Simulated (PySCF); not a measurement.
These are B3LYP-D3(BJ)/def2-TZVP run with PySCF 2.14.0 values and carry that method's errors. All species are isolated molecules in the gas phase. B3LYP has the VWN-RPA correlation part, as in Gaussian. 

Reference species (SMILES): `C1=C[SiH2][SiH2]1` (neutral, multiplicity 1).

```json
{
 "HOMO–LUMO gap": "6.58 eV",
 "LUMO": "-0.92 eV"
}
```

Changed species: `[SiH2]=C1C[SiH2]1`.

Problem. Give the shifts of the HOMO–LUMO gap and LUMO.

Solution. the HOMO–LUMO gap falls by 2.01 eV, to 4.57 eV; the LUMO falls by 0.72 eV, to -1.64 eV.
